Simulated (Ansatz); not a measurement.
C2H6Be, charge -1, doublet, geometry from GFN2-xTB (such geometries of metal compounds can be far from the true shape) (a state made from the parent by changing its charge; the spin is typed, not shown lowest) (a gas-phase anion, which may not be bound at this level); B3LYP/6-31G (Ansatz, a program for electronic structure).

Here is a job for Ansatz.
Ansatz 0.2 input:
```yaml
crystal:
  periodic: [false, false, false]
  atoms:
    - {symbol: Be, position_ang: [-0.49330245, 0.64118837, -0.51611087]}
    - {symbol: C, position_ang: [1.24574494, 0.06247317, -0.90022893]}
    - {symbol: H, position_ang: [1.26363474, -1.03342580, -1.01743396]}
    - {symbol: H, position_ang: [1.91122315, 0.26905777, -0.04599114]}
    - {symbol: H, position_ang: [1.79075906, 0.44963440, -1.78247158]}
    - {symbol: C, position_ang: [-1.12804535, -0.21545763, 1.02337050]}
    - {symbol: H, position_ang: [-1.11134760, -1.30872602, 0.88284988]}
    - {symbol: H, position_ang: [-2.13882794, 0.00278119, 1.41830932]}
    - {symbol: H, position_ang: [-0.44842916, -0.02616823, 1.87033152]}
basis:
  gaussian:
    orbitals: 6-31G
hamiltonian:
  xc: b3lyp
total_charge: -1
magnetization: {spin_polarized: true, initial_magnetization: 1}
scf: {lower_state_search: off}
```

It wrote (shortened):

```
Functional definition: B3LYP
these checks for a lower state are left out or cut short: stability, starts, cluster_reference, orbital_swaps, neighbouring_geometries, increment
571 factors; integrals over basis functions are off by at most 2.0e-4 eV
mean field evaluation 1: about -2568.2782 eV, gradient 2.4e1 eV
mean field evaluation 2: about -2566.4496 eV, gradient 3.0e1 eV
mean field evaluation 4: about -2571.2203 eV, gradient 2.0e-1 eV
mean field evaluation 8: about -2571.4445 eV, gradient 2.6e-2 eV
mean field evaluation 16: about -2571.4445 eV, gradient 6.8e-6 eV
mean field -2571.44452697 eV, -94.4988433784 hartree, gradient 6.1e-6 eV, S^2 0.750519; 0 other end points of the search recorded, 0 dependent functions left out
reference -2571.44475207 eV, -94.4988516509 hartree; 12, 11 occupied and 27, 28 virtual orbitals, 571 factors
Total energy: -2571.44475207 eV, -94.4988516509 hartree
Checks for a lower state left out: stability, starts, cluster_reference, orbital_swaps, neighbouring_geometries, increment
```
